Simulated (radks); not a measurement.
The numbers below are computed, except where a source is named.
Ionisation ladder of hafnium, from Hf66+ to Hf68+. Each ion is in the ground configuration listed by NIST, and IE = E(next ion) - E(this ion). Code: a radial shooting solver on a logarithmic mesh with Libxc functionals. Model: non-relativistic Kohn-Sham, TPSS, spin-polarised, spherical densities, point nucleus; open shells are filled with parallel spins first (spin-orbit coupling, left out, can overturn this in heavy ions); meta-GGA in the generalised Kohn-Sham scheme; relativity is left out, which matters for an element this heavy.

species,configuration,E (hartree),"IE, Delta-SCF (eV)",-e(HOMO) (eV),HOMO,<r> HOMO (bohr),"IE, NIST (eV)",kind,error (eV)
Hf66+,[He] 2s2 2p2,-7544.4789,15854.5,15700.8,2p up,0.0722,17280,theory,-1425.5
Hf67+,[He] 2s2 2p1,-6961.8368,16155.0,16007.1,2p up,0.0718,17680,theory,-1525.0
Hf68+,[He] 2s2,-6368.1516,16577.4,16472.0,2s,0.0851,18180,theory,-1602.6

Reference values: NIST Atomic Spectra Database (exp. = measured, semi-emp. = semi-empirical, theory = theoretical value adopted there). The ionisation energy per charge of the ion left behind rises most, in proportion, at Hf68+ ([He] 2s2), from 237.57 to 240.25 eV. Relativity is left out here, which matters for elements this heavy. Open shells are spherical and high-spin; term and fine-structure splittings are not resolved.
